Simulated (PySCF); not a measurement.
Structure problem from calculated spectra and properties.

Formula: C8H7N.

- Triplet: lowest triplet excitation (Tamm–Dancoff): 3.33 eV [TDA B3LYP/def2-SVPD]
- Polarisability: 109.1 au [B3LYP/def2-SVPD]
- 13C NMR: chemical shifts (computed TMS as zero) by class: 226.5 (1 C), 159.2 (1 C), 155.3 (1 C), 141.0 (1 C), 126.3 (1 C), 125.7 (1 C), 103.5 (1 C), 84.0 (1 C) ppm [GIAO PBE0/pcSseg-1]
- Valence photoelectron: vertical ionisation energy: 8.46 eV [ΔSCF B3LYP/def2-SVPD]
- Dipole: 2.12 D [B3LYP/def2-SVPD]
- Rotational structure: rotational constants A, B, C: 4.727, 1.017, 0.842 GHz [PBE0-D3(BJ)/def2-SVP]
- NMR, other nuclei: isotropic shieldings of nuclei other than C and H, by class: -92 (1 N) ppm [GIAO PBE0/pcSseg-1]
- UV, first state: lowest singlet excitation: 4.53 eV (273 nm, f = 0.001) [TDDFT B3LYP/def2-SVPD]

The electronic properties come from PySCF, for the isolated species, density fitting. Levels stand in brackets. The structure is a single PBE0-D3(BJ)/def2-SVP conformer in the gas phase; no vibrational or solvent corrections. NMR classes are plain means over equivalent atoms (diastereotopic ones count apart unless rotation or inversion swaps them), as if these changed places fast.

Question: What is the compound? Reason from the data.

Answer: Numbering: `[CH2:1]=[C:2]=[CH:3][c:4]1[cH:5][cH:6][cH:7][cH:8][n:9]1`. Its formula, C8H7N, gives 6 degrees of unsaturation: 1 ring and 5 π bonds in the structure found (Kekulé form). 8 carbons fall into 8 classes; from least to most shielded: central carbon of cumulated double bonds [C2] (226.5 ppm), substituted aromatic carbon [C4] (159.2 ppm), aromatic CH next to a ring nitrogen [C8] (155.3 ppm), aromatic CH carbon [C6] (141.0 ppm), aromatic CH carbon [C5] (126.3 ppm), aromatic CH carbon [C7] (125.7 ppm), outer carbon of cumulated double bonds [C3] (103.5 ppm), outer carbon of cumulated double bonds [C1] (84.0 ppm). The other shieldings belong to: -92 ppm, pyridine-type nitrogen [N9]. S1 is mainly HOMO−1→LUMO (weight 0.99); the largest Löwdin shares of the orbital it empties are 0.56 on the pyridine-type nitrogen, 0.10 on the aromatic CH next to a ring nitrogen, 0.09 on the substituted aromatic carbon and 0.05 on an aromatic CH carbon, of the orbital it fills 0.17 on the central carbon of cumulated double bonds, 0.16 on the substituted aromatic carbon, 0.14 on an aromatic CH carbon and 0.11 on the pyridine-type nitrogen. The first electron is taken from the HOMO, whose largest Löwdin shares are 0.19 on the central carbon of cumulated double bonds, 0.16 on an outer carbon of cumulated double bonds, 0.14 on an aromatic CH carbon and 0.12 on an aromatic CH carbon. The optimised geometry has point group Cs and is an asymmetric top. Structure: `C=C=Cc1ccccn1`. Computed isomers that give other values at the same levels: `Cc1ccccc1C#N` (lowest singlet excitation: 4.92 eV (252 nm, f = 0.026)); `CC#Cc1ccccn1` (13C chemical shifts (computed TMS as zero) by class: 155.3 (1 C), 149.1 (1 C), 140.4 (1 C), 133.3 (1 C), 126.3 (1 C), 93.8 (1 C), 86.3 (1 C), 5.5 (1 C) ppm); `C#CC1=C(N=C)C=CC1` (lowest singlet excitation: 3.50 eV (354 nm, f = 0.090)). The assignments are read from this structure; whether some other isomer fits the data as well wasn't checked.

The values belong to the conformer `[CH2:1]=[C:2]=[CH:3][c:4]1[cH:5][cH:6][cH:7][cH:8][n:9]1`: C2–C3–C4–C5 0°.
